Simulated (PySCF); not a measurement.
C3H6BFTe.
Geometry (PBE0-D3(BJ)/def2-SVP, Å), atoms numbered from 1 in this order:
```xyz
12
C3H6BFTe angstrom
B      1.220   -0.855   -0.666
C      0.138   -0.194    0.243
C     -1.350   -0.520    0.017
Te    -1.982    1.486    0.608
C      0.195    1.332    0.385
F      0.672    1.948   -0.734
H      0.983   -1.899   -1.230
H      2.329   -0.383   -0.733
H      0.448   -0.619    1.226
H     -1.757   -1.313    0.659
H     -1.616   -0.717   -1.029
H      0.759    1.712    1.249
```

Method: PySCF, PBE0-D3(BJ)/def2-SVP geometry optimisation, gas phase, def2 core potentials past Kr.

Which atoms are bound to Te4, and at what distances?

2 atoms: C3 2.185 Å, C5 2.194 Å. The nearest atom not counted as bound is C2, at 2.73 Å.

What is the shape at Te4?

Bent: angle 67.7°.

What are the other bond lengths?

B1–C2 1.561 Å; C2–C3 1.540 Å; C5–F6 1.364 Å; C2–C5 1.534 Å; B1–H7, B1–H8 1.209 Å; C2–H9 1.114 Å; C3–H10 1.097 Å; C3–H11 1.098 Å; C5–H12 1.100 Å.

Give some angles away from the centre.

B1–C2–C3 119.7°, B1–C2–C5 116.7°, C3–C2–C5 105.1°, C2–C3–Te4 92.6°, Te4–C5–F6 113.5°, C2–C5–Te4 92.4°, C2–C5–F6 112.8°.

What are the rotational constants (commonest isotopes, rigid rotor)?

A = 4025, B = 1356, C = 1084 MHz: an asymmetric top.

Point group: C1 (no symmetry element, even within 0.4 Å). Charge 0, singlet. No frequency check.

One conformer stands for the species.
